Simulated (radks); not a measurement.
The numbers below are computed, except where a source is named.
Excited configurations of the silicon ion Si4+: one electron is placed in a higher orbital outside [He] 2s2 2p5. The ground configuration is [Ne]. Code: a radial shooting solver on a logarithmic mesh with Libxc functionals. Model: non-relativistic Kohn-Sham, BLYP, spin-unpolarised, spherical densities, point nucleus. Excitation = E - E(ground); binding = E(ion) - E, where the ion is the core of charge +5; n* = 5/sqrt(2 binding) in atomic units, and the quantum defect is n - n*.

| outer orbital | excitation (eV) | binding (eV) | n* | quantum defect | eigenvalue (eV) | <r> (bohr) |
|---|---|---|---|---|---|---|
| 3s | 105.24 | 62.833 | 2.327 | 0.673 | -56.350 | 1.660 |
| 3p | 114.85 | 53.216 | 2.528 | 0.472 | -47.141 | 1.768 |
| 4d | 145.02 | 23.055 | 3.841 | 0.159 | -20.506 | 3.878 |
| 4f | 146.82 | 21.249 | 4.001 | -0.001 | -18.558 | 3.571 |
| 5d | 153.23 | 14.845 | 4.787 | 0.213 | -13.365 | 6.385 |
| 6s | 155.62 | 12.446 | 5.228 | 0.772 | -11.348 | 8.353 |
| 6d | 157.69 | 10.383 | 5.724 | 0.276 | -9.414 | 9.424 |
| 7s | 159.12 | 8.949 | 6.165 | 0.835 | -8.184 | 11.66 |
| 7p | 159.65 | 8.419 | 6.356 | 0.644 | -7.692 | 12.22 |

Estimate the row for 4s.

Answer. excitation (eV) 137.06; binding (eV) 31.011; n* 3.312; quantum defect 0.688; eigenvalue (eV) -28.103; <r> (bohr) 3.342. The Delta-SCF ionisation energy is 168.07 eV (NIST Atomic Spectra Database: 166.77 eV, measured). Self-interaction in the functional shifts the binding energies and quantum defects, so they are the method's values and not measured ones. Spin polarisation and multiplet splitting are left out, so open shells lie too high by an amount that depends on their filling.

Beside tabulated values, note that spin-unpolarised runs miss the spin-polarisation part of the exchange energy of open shells.
